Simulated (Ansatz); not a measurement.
Input and output for CH$_{5}$NSSi (`[SiH3]NC=S`).

```yaml
crystal:
  periodic: [false, false, false]
  atoms:
    - {symbol: Si, position_ang: [0.272223, 1.260910, 0.234864]}
    - {symbol: N, position_ang: [-0.123493, -0.437507, 0.417553]}
    - {symbol: C, position_ang: [-0.239268, -1.343750, -0.574112]}
    - {symbol: S, position_ang: [-0.606972, -2.919445, -0.396069]}
    - {symbol: H, position_ang: [0.448429, 1.481772, -1.218306]}
    - {symbol: H, position_ang: [-0.829770, 2.096006, 0.771777]}
    - {symbol: H, position_ang: [1.518396, 1.570888, 0.977207]}
    - {symbol: H, position_ang: [-0.293004, -0.836969, 1.333961]}
    - {symbol: H, position_ang: [-0.058043, -0.918205, -1.563874]}
basis:
  gaussian: {orbitals: def2-SVP, nuclear_model: gaussian}
hamiltonian: {xc: {name: r2SCAN50}, dispersion: d4}
output: {forces: true}
```

```sh
$ ansatz run in.yaml --threads 2 --pin off --events-out ev --progress --plain --max-ram 4352MiB
```

It prints (some lines left out):

```
Functional definition: r2SCAN50
870 factors; integrals over basis functions are off by at most 1.4e-3 eV
mean field evaluation 1: about -21307.8925 eV, gradient 2.8e1 eV
mean field evaluation 2: about -21307.9455 eV, gradient 2.8e1 eV
mean field evaluation 4: about -21309.5937 eV, gradient 1.5e0 eV
mean field evaluation 8: about -21309.8067 eV, gradient 1.8e-1 eV
mean field evaluation 16: about -21309.8068 eV, gradient 4.8e-5 eV
mean field -21309.80681908 eV, -783.1209562952 hartree, gradient 4.8e-5 eV, S^2 0.000000; 0 other end points of the search recorded, 0 dependent functions left out
reference -21309.80682448 eV, -783.1209564936 hartree; 24, 24 occupied and 65, 65 virtual orbitals, 870 factors
Total energy: -21309.86937612 eV, -783.1232552243 hartree
Atom 0 at     0.272223     1.260910     0.234864 Å, force     0.024117     0.128029     0.046719 eV/Å
Atom 1 at    -0.123493    -0.437507     0.417553 Å, force    -0.063938    -0.340544    -0.137091 eV/Å
Atom 2 at    -0.239268    -1.343750    -0.574112 Å, force    -0.055402    -0.109536     0.325785 eV/Å
Atom 3 at    -0.606972    -2.919445    -0.396069 Å, force     0.076704     0.327063    -0.035518 eV/Å
Atom 4 at     0.448429     1.481772    -1.218306 Å, force    -0.010810    -0.014074     0.095048 eV/Å
Atom 5 at    -0.829770     2.096006     0.771777 Å, force     0.083727    -0.039178    -0.043549 eV/Å
Atom 6 at     1.518396     1.570888     0.977207 Å, force    -0.084072    -0.001499    -0.059081 eV/Å
Atom 7 at    -0.293004    -0.836969     1.333961 Å, force     0.027813     0.060925    -0.156410 eV/Å
Atom 8 at    -0.058043    -0.918205    -1.563874 Å, force     0.001861    -0.011187    -0.035903 eV/Å
Dipole moment:     0.161148     0.785711     0.165038 e Å
```

Run time 3.3 s (2 threads of an Arm Neoverse V2 on a shared host); peak host memory 0.18 GiB.
